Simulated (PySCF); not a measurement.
All values below come from PySCF with PBE-D3(BJ)/def2-TZVP // CAM-B3LYP-D3(BJ)/def2-TZVP. Isolated molecules, 0 K electronic values unless said otherwise. One relaxed conformer stands for a flexible species; it need not be the lowest. Excitations are Tamm–Dancoff values on a coarser integration grid. The basis has no diffuse functions, so Rydberg states are missing or too high.

Reference species (SMILES): `SBS` (H–S–B–S torsion 0°, S–B–S–H torsion 0°) (neutral, multiplicity 1).

* **brightest of the four lowest singlets (TDA)**: 5.72 eV
* **T1 excitation (TDA)**: 4.30 eV
* **HOMO–LUMO gap**: 4.66 eV

Changed species: `BS` (H–B–S–H torsion 0°) (2 of 3 SH replaced by H; the reference has 1 of 3 SH replaced by H).

Predict the effect on the brightest of the four lowest singlets (TDA), T1 excitation (TDA) and HOMO–LUMO gap.

the brightest of the four lowest singlets (TDA) increases by 0.71 eV, to 6.43 eV; the T1 excitation (TDA) rises by 0.11 eV, to 4.41 eV; the HOMO–LUMO gap rises by 0.43 eV, to 5.09 eV.
